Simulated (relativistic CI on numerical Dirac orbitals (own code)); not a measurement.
Ligand-field terms of d5

Computed with a parametric ligand-field model of a d^n configuration (Racah B and C, spin-orbit zeta, crystal field), exact diagonalisation.

Field parameters in Wybourne normalisation: D3d B²₀ = −7Dσ, B⁴₀ = −14Dq − 21Dτ, B⁴₃ = −14√(10/7) Dq; D4h B²₀ = −7Ds, B⁴₀ = 21(Dq − Dt), B⁴₄ = 21√(5/14) Dq; Oh B⁴₀ = 21Dq, B⁴₄ = √(5/14) B⁴₀; Td as Oh with Dq negative (B⁴₀ = 21Dq, B⁴₄ = √(5/14) B⁴₀). The field is a parameter set, without covalency.

(1) Ground term and bands for B = 940, C = 4570, ζ = 0 cm⁻¹, Oh, 10Dq = 7000 cm⁻¹?

(2) Ground term and bands for B = 800, C = 3490, ζ = 0 cm⁻¹, Td, 10Dq = -10050 cm⁻¹?

(3) Ground term and bands for B = 980, C = 4440, ζ = 0 cm⁻¹, D4h, 10Dq = 15300, Ds = 3000, Dt = -260 cm⁻¹?

(4) Ground term and bands for B = 890, C = 4440, ζ = 0 cm⁻¹, D3d, 10Dq = 19750, Dσ = 290, Dτ = 200 cm⁻¹?

(5) Ground term and bands for B = 710, C = 2780, ζ = 0 cm⁻¹, D4h, 10Dq = 17950, Ds = -1500, Dt = 30 cm⁻¹?

## Answers

(1) Ground term 6A1 with 2.00 electrons in the two orbitals of the cubic e set. Spin-allowed: none. Lowest spin-forbidden: 4T1 28105 cm⁻¹ (356 nm), 4T2 31082 cm⁻¹ (322 nm), 4A1+E 32250 cm⁻¹ (310 nm). A high-spin d5 ion has no spin-allowed d-d band, hence its pale colour.

(2) Ground term 6A1 with 2.00 electrons in the two orbitals of the cubic e set. Spin-allowed: none. Lowest spin-forbidden: 4T1 17932 cm⁻¹ (558 nm), 4T2 22198 cm⁻¹ (450 nm), 2T2 23025 cm⁻¹ (434 nm). A high-spin d5 ion has no spin-allowed d-d band, hence its pale colour.

(3) Ground term 6A1 with 2.00 electrons in the two orbitals of the cubic e set. Spin-allowed: none. Lowest spin-forbidden: 4E 14281 cm⁻¹ (700 nm), 2B2 15340 cm⁻¹ (652 nm), 4A2 20078 cm⁻¹ (498 nm). A high-spin d5 ion has no spin-allowed d-d band, hence its pale colour.

(4) Ground term 6A1 with 2.00 electrons in the two orbitals of the cubic e set. Spin-allowed: none. Lowest spin-forbidden: 2E 12516 cm⁻¹ (799 nm), 4E 13648 cm⁻¹ (733 nm), 2A1 14677 cm⁻¹ (681 nm). A high-spin d5 ion has no spin-allowed d-d band, hence its pale colour.

(5) Ground term 2E with 0.06 electrons in the two orbitals of the cubic e set. Spin-allowed: 2B2 3950 cm⁻¹ (2531 nm), 2B1 15316 cm⁻¹ (653 nm), 2A2 15504 cm⁻¹ (645 nm), 2E 15766 cm⁻¹ (634 nm). Lowest spin-forbidden: 6A1 713 cm⁻¹, 4B2 5515 cm⁻¹ (1813 nm), 4E 5614 cm⁻¹ (1781 nm).
